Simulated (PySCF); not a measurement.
# How methods differ on the ionisation energy of Pb²⁺

Pb²⁺ [Xe] 4f14 5d10 6s2 (1S) → Pb³⁺ [Xe] 4f14 5d10 6s1 (2S), as a difference of total energies. Calculation: PySCF 2.14, in ANO-RCC-VTZP; scalar relativity by spin-free X2C-1e. Correlated levels: valence and next inner shell: [Kr] 4d10 4f14 frozen. The calculations carry no spin-orbit coupling.

```tsv
method	ionisation energy (eV)	error (eV)
UHF	29.790	-2.147
MP2 (valence and next inner shell)	31.977	+0.040
SCS-MP2 (valence and next inner shell)	31.820	-0.117
CCSD (valence and next inner shell)	31.565	-0.372
CCSD(T) (valence and next inner shell)	31.685	-0.252
```

Reference: 31.937 eV (measured; NIST Atomic Spectra Database, ionization energies).

Errors of the correlated levels include the incompleteness of this basis and the frozen core.
